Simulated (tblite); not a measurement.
Input of a run (GFN2-xTB geometry optimisation, gas phase (tblite 0.8.0)), started from a force field or distance geometry:
```
{"job": {"kind": "relax", "xc": "GFN2-xTB", "basis": "xTB"}, "charge": 0, "multiplicity": 1}
C      3.151800    -1.183600    -0.382100
O      1.787200    -0.836800    -0.158500
C      1.454700     0.424900     0.278600
O      2.304800     1.329600     0.460700
C      0.013200     0.763700     0.522000
C     -0.357700     2.011200     0.930700
P     -2.175500     1.992200     1.095100
C     -2.125900     0.208500     0.548900
C     -3.272700    -0.763500     0.357100
O     -0.923200    -0.087800     0.344700
H      3.705500    -0.227200    -0.434400
H      3.520300    -1.862800     0.411700
H      3.227900    -1.692300    -1.346100
H      0.258900     2.894600     1.145400
H     -4.014700    -0.625500     1.173700
H     -3.714000    -0.535300    -0.628000
H     -2.847500    -1.797900     0.320100
```

Output (eV, eV/Å):
```
step      E/eV     max force
  0    -845.99492    4.975
  1    -846.57781    3.024
  2    -846.68941    1.828
  3    -846.78011    0.898
  4    -846.86580    0.616
  5    -846.88799    0.383
  6    -846.90553    0.299
  7    -846.91693    0.296
  8    -846.92659    0.254
  9    -846.93053    0.131
 10    -846.93261    0.123
 11    -846.93434    0.122
 12    -846.93627    0.131
 13    -846.93793    0.096
 14    -846.93908    0.076
 15    -846.93973    0.060
 16    -846.94015    0.057
 17    -846.94053    0.052
 18    -846.94090    0.053
 19    -846.94124    0.046
 20    -846.94150    0.043
 21    -846.94176    0.046
 22    -846.94210    0.059
 23    -846.94258    0.071
 24    -846.94310    0.071
 25    -846.94356    0.050
 26    -846.94395    0.052
 27    -846.94440    0.062
 28    -846.94498    0.077
 29    -846.94561    0.060
 30    -846.94611    0.057
 31    -846.94645    0.057
 32    -846.94674    0.058
 33    -846.94702    0.053
 34    -846.94726    0.039
 35    -846.94748    0.034
 36    -846.94773    0.049
 37    -846.94804    0.064
 38    -846.94835    0.050
 39    -846.94856    0.027
 40    -846.94866    0.017
 41    -846.94871    0.017
 42    -846.94875    0.017
 43    -846.94879    0.014
 44    -846.94882    0.014
 45    -846.94885    0.016
 46    -846.94889    0.016
 47    -846.94894    0.020
 48    -846.94898    0.018
 49    -846.94901    0.014
 50    -846.94903    0.012
 51    -846.94905    0.014
 52    -846.94908    0.015
 53    -846.94911    0.021
 54    -846.94917    0.023
 55    -846.94926    0.031
 56    -846.94942    0.040
 57    -846.94970    0.045
 58    -846.95010    0.065
 59    -846.95056    0.083
 60    -846.95103    0.075
 61    -846.95133    0.067
 62    -846.95128    0.060
 63    -846.95170    0.039
 64    -846.95184    0.036
 65    -846.95210    0.051
 66    -846.95230    0.040
 67    -846.95256    0.037
 68    -846.95273    0.026
 69    -846.95281    0.053
 70    -846.95298    0.024
 71    -846.95316    0.029
 72    -846.95348    0.038
 73    -846.95363    0.038
 74    -846.95385    0.038
 75    -846.95461    0.054
 76    -846.95527    0.082
 77    -846.95211    0.324
 78    -846.95598    0.044
 79    -846.95631    0.036
 80    -846.95653    0.129
 81    -846.95707    0.030
 82    -846.95727    0.029
 83    -846.95762    0.057
 84    -846.95779    0.025
 85    -846.95787    0.021
 86    -846.95794    0.020
 87    -846.95806    0.023
 88    -846.95822    0.030
 89    -846.95842    0.034
 90    -846.95862    0.036
 91    -846.95878    0.029
 92    -846.95893    0.029
 93    -846.95903    0.020
 94    -846.95907    0.012
 95    -846.95909    0.016
 96    -846.95912    0.019
 97    -846.95916    0.021
 98    -846.95921    0.019
 99    -846.95925    0.014
100    -846.95927    0.015
101    -846.95930    0.015
102    -846.95934    0.013
103    -846.95939    0.012
104    -846.95941    0.009
```

Task: Summarise the run.

Result: The energy falls by 0.964 eV over 104 L-BFGS steps, the largest force on an atom goes from 4.98 to 0.009 eV/Å, and the atoms move by 0.304 Å rms after alignment. The bond that changes most is P7–C8 (ends: phosphorus bonded to 2 C; substituted aromatic carbon), which shortens by 0.138 Å. Bonds longer at the end by more than 0.005 Å: 2 of 17; shorter: 13. Among the angles that change most is C5–O10–C8, from 121.5° to 111.6°. Among the dihedrals that turn most is P7–C8–C9–H17, from -164° to -122°. The energy rose by more than 1e-5 eV at steps 62 and 77. The first step brought 60 % of the lowering.

Task: What are the final bond lengths?

Result: C1–O2 1.420 Å, O2–C3 1.339 Å, C3=O4 1.207 Å, C3–C5 1.468 Å, C5–C6 1.369 Å, C6–P7 1.756 Å, P7–C8 1.728 Å, C8–C9 1.489 Å, C8–O10 1.335 Å, C5–O10 1.342 Å, C1–H11 1.092 Å, C1–H12 1.092 Å, C1–H13 1.088 Å, C6–H14 1.074 Å, C9–H15 1.086 Å, C9–H16 1.090 Å, C9–H17 1.090 Å. Numbering counts from 1 in the input's order; the species is `COC(=O)C1=CP=C(C)O1`.

Hardware: one thread of an Arm Neoverse V1, shared host with 32 logical CPUs at a one-minute load of 7.5. Cost: 0.83 s wall.

GFN2-xTB frequencies show an imaginary mode (42i cm⁻¹), so the point is no minimum at that level. 3 starts were optimised and ended at 0.00, 0.26 and 0.61 kcal/mol (GFN2-xTB); the lowest of these is shown.

All values are computed, not measured.
